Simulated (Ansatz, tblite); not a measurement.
Spin states of the cluster Cu2I, each relaxed with r2SCAN-D4/def2-TZVP in Ansatz. Electronic energies in the gas phase.

In the def2 sets I takes a core potential; there is no spin–orbit coupling. The xTB rows come from tblite. HSE06 is defined as in plane-wave codes, on full-range PBE exchange. Correlated methods freeze 22 core orbitals; core or outer-core shells of I are correlated, in sets that lack core-valence functions. In CCSD on the charge 0 quartet the largest single amplitude is 0.55, so its Hartree–Fock determinant may place the open shell otherwise than the density functionals do. The structure comes from a short search, and lower isomers may exist.

Doublet geometry (C2v within 0.1 Å):

| atom | x (Å) | y (Å) | z (Å) |
| --- | --- | --- | --- |
| Cu1 | -0.3752 | -1.3047 | 0.2523 |
| Cu2 | -1.0205 | 0.9109 | 0.1833 |
| I3 | 1.3957 | 0.3938 | -0.4356 |

Quartet geometry (C2v within 0.1 Å):

```
atom   x (Å)   y (Å)   z (Å)
 Cu1  -0.051  -1.091  -0.940
 Cu2  -0.926  -0.096   1.100
  I3   0.977   1.187  -0.160
```

⟨S²⟩: doublet 0.76 at PBE0-D4/def2-TZVP (pure 0.75), quartet 3.77 at PBE0-D4/def2-TZVP (pure 3.75).

Run but left out: HF/STO-3G (doublet: ⟨S²⟩ 3.67, where a pure state has 0.75); HF/def2-TZVP (quartet: a determinant that CCSD turns far, T1 0.090); MP2/def2-TZVP (quartet: ⟨S²⟩ 4.05, where a pure state has 3.75).

Only these spin states were relaxed.

```tsv
level	quartet − doublet (kJ/mol)	lowest of these
r2SCAN-D4/def2-TZVP	215.1	doublet
PBE0-D4/def2-TZVP	263.8	doublet
HSE06-D4/def2-TZVP	263.6	doublet
RPA@PBE/def2-TZVP	200.0	doublet
```

**Question.** Estimate the rows for GFN1-xTB, GFN2-xTB, BHLYP-D4/def2-TZVP, CCSD/def2-TZVP.

**Answer.** 
| level | quartet − doublet (kJ/mol) | lowest of these | remarks |
| --- | --- | --- | --- |
| GFN1-xTB | 343.0 | doublet | – |
| GFN2-xTB | 528.8 | doublet | – |
| BHLYP-D4/def2-TZVP | 285.2 | doublet | – |
| CCSD/def2-TZVP | 291.2 | doublet | large T1 (0.090) (quartet), spin-contaminated (⟨S²⟩ 4.05) (quartet) |

The xTB methods have no term that favours high spin, so they put low spin too low.
